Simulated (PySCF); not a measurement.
**Frontier orbitals and the lowest excitations**

Compound: C₄H₂F₃OP.
Cartesian coordinates in Å at the GFN2-xTB level; atoms count from 1:
```
atom  x, y, z in Å
F1    -2.1998    0.0455    1.5259
C2    -1.8794    0.0725    0.2207
F3    -2.4875    1.1447   -0.3064
F4    -2.4584   -1.0102   -0.3263
C5    -0.4151    0.1409   -0.0246
O6     0.3364   -0.8711    0.4522
C7     1.6161   -0.6746    0.1596
C8     1.8941    0.4590   -0.5337
P9     0.4248    1.3833   -0.8603
H10    2.2926   -1.4363    0.5049
H11    2.8817    0.7488   -0.8381
```

Method: TDDFT B3LYP/def2-SVPD, vertical, gas phase, core orbitals frozen in the response in PySCF.

Kohn–Sham orbitals with the atoms that hold most of them (Löwdin shares over 4%, at most four atoms; ? is withheld):

```csv
orbital,ε (eV),atoms
LUMO+2,0.30,"P9 34%, C8 24%, H11 14%, C7 10%"
LUMO+1,-0.45,"C8 31%, C7 28%, P9 17%, O6 9%"
LUMO,?,?
HOMO,-7.47,"C5 35%, P9 21%, C7 17%, C8 8%"
HOMO-1,-8.44,?
HOMO-2,-8.72,"P9 66%, C8 12%, C5 9%, O6 6%"
HOMO-3,-10.48,"P9 21%, C8 19%, C5 19%, O6 10%"
```

**Question.** Which atoms hold the HOMO-1, and with what shares?

**Answer.** C8 (bonded to C, P and H) 37%; P9 (bonded to 2 C) 19%; O6 (bonded to 2 C) 18%; C7 (bonded to C, O and H) 16%. By element: carbon 53% or more, phosphorus 19%, oxygen 18%.

**Question.** Which atoms hold the LUMO, and with what shares?

**Answer.** P9 (bonded to 2 C) 36%; C5 (bonded to C, O and P) 26%; O6 (bonded to 2 C) 14%; C8 (bonded to C, P and H) 8%. By element: phosphorus 36%, carbon 34% or more, oxygen 14%.

**Question.** What is the LUMO energy, and the HOMO–LUMO gap?

**Answer.** ε(LUMO) = -2.07 eV; the gap is 5.40 eV (0.1985 hartree).

**Question.** The HOMO–LUMO gap is 5.40 eV. Where does the response calculation put the lowest singlet, and from which orbitals?

**Answer.** S1 is at 5.20 eV (f = 0.120), 0.20 eV below the gap, made of HOMO→LUMO (85%), HOMO-1→LUMO (11%). 

**Question.** One configuration dominates each of S1, S2 and S8. Which, and how do the shares of the two leading atoms of either orbital change from the occupied to the empty one?

**Answer.** 
- S1 (5.20 eV, f 0.120), HOMO→LUMO (85%): C5 35% → 26%, P9 21% → 36%
- S2 (5.61 eV, f 0.012), HOMO-2→LUMO (98%): P9 66% → 36%, C8 12% → 8%, C5 9% → 26%
- S8 (7.17 eV, f 0.0036), HOMO-2→LUMO+1 (88%): P9 66% → 17%, C8 12% → 31%, C7 at most 7% → 28%
